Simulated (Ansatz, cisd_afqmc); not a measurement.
Species: Pd, charge 0, singlet.

Total energies in def2-QZVPP, 10 correlated electrons, 4 frozen orbitals. Radicals and triplets start from unrestricted determinants; spin-orbit coupling is neglected. Correlated methods leave the cores frozen (noble-gas shells, and filled d and f shells in the p block). Past Kr the def2 sets carry scalar-relativistic core potentials. AFQMC is phaseless with a CISD trial state; ± is one standard error, without the phaseless bias. Outlying blocks are dropped, and bars are widened where a walk drifts. Over all cases where full CI ran beside it in this data, AFQMC minus full CI had a median of +0.1 mEh and passed +0.4 mEh in a tenth of the cases.

| method | program | energy (Eh) | minus CCSDT(Q) (mEh) |
|---|---|---|---|
| HF | Ansatz | -127.03237 | 372.29 |
| MP2 | Ansatz | -127.42395 | -19.28 |
| CCSD | Ansatz | -127.38657 | 18.10 |
| CCSD(T) | Ansatz | -127.40603 | -1.36 |
| CCSDT(Q) | Ansatz | -127.40467 | 0.00 |
| AFQMC/CISD | cisd_afqmc | -127.4053 ± 0.0004 | -0.6 ± 0.4 |

Ansatz is a quantum-chemistry and plane-wave program.
